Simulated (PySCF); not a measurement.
**How methods differ on the excitation energy of C⁺**

C⁺ [He] 2s2 2p1 (2P) → C⁺ [He] 2s2 3d1 (2D), as a difference of total energies. Computed with PySCF 2.14 in aug-cc-pVTZ (5s4p3d2f, 46 functions), with the non-relativistic Hamiltonian (point nucleus). Correlated levels: valence: 1s2 frozen. The calculations carry no spin-orbit coupling.

```tsv
method	excitation energy (cm⁻¹)
UHF	150100
MP2 (valence)	149050
SCS-MP2 (valence)	148870
CCSD (valence)	149740
CCSD(T) (valence)	149740
CCSDT (valence)	149740
```

Errors of the correlated levels include the incompleteness of this basis and the frozen core.

The promoted electron is Rydberg-like, and one or two diffuse shells describe it only roughly, which tends to raise the upper state.

The coupled-cluster amplitudes are large for the upper state (T1 above 0.03 or a double amplitude above 0.15), so a single reference is strained.

For comparison: 145510 cm⁻¹ (measured; NIST levels, between the centres of gravity of the two terms).
